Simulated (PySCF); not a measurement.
A species of formula C2H6PSi2 (doublet) has this rotational fingerprint, computed with PBE0-D3(BJ)/def2-SVP geometry optimisation, gas phase in PySCF:

- Rotational constants: A = 3017, B = 1734, C = 1217 MHz
- Dipole components: |μa| = 0.73 D, |μb| = 1.01 D, |μc| = 0.20 D
- Inertial defect: -43.58 u·Å²
- κ: -0.43

Question: Which candidate fits, each taken in the one conformer that was computed?
A. `[CH:1]#[C:2][SiH:3][PH:4][SiH3:5]` (doublet state) with C2–Si3–P4–Si5 -64°
B. `[CH:1]#[C:2][SiH2:3][PH:4][SiH2:5]` (doublet state) with C2–Si3–P4–Si5 50°, Si3–P4–Si5–H -170° and 71°
C. `[CH:1]#[C:2][SiH2:3][P:4][SiH3:5]` (doublet state) with C2–Si3–P4–Si5 -48°

Answer: C. It is C#C[SiH2][P][SiH3], an asymmetric top, point group C1. The candidates at the same level (rigid rotor, commonest isotopes):

```json
{"SMILES": "C#C[SiH2]P[SiH2]", "A (MHz)": "3181", "B (MHz)": "1565", "C (MHz)": "1167", "μa (D)": "0.91", "μb (D)": "0.80", "μc (D)": "0.51", "Δ (u·Å²)": "-48.64", "point group": "C1", "rotor": "asymmetric top"}
{"SMILES": "C#C[SiH2][P][SiH3]", "A (MHz)": "3017", "B (MHz)": "1734", "C (MHz)": "1217", "μa (D)": "0.73", "μb (D)": "1.01", "μc (D)": "0.20", "Δ (u·Å²)": "-43.58", "point group": "C1", "rotor": "asymmetric top"}
{"SMILES": "C#C[SiH]P[SiH3]", "A (MHz)": "3251", "B (MHz)": "1545", "C (MHz)": "1169", "μa (D)": "0.06", "μb (D)": "0.65", "μc (D)": "0.53", "Δ (u·Å²)": "-50.32", "point group": "C1", "rotor": "asymmetric top"}
```

`C#C[SiH]P[SiH3]` has B 11 % too low; `C#C[SiH2]P[SiH2]` has B 10 % too low. No structure here is proved a minimum.
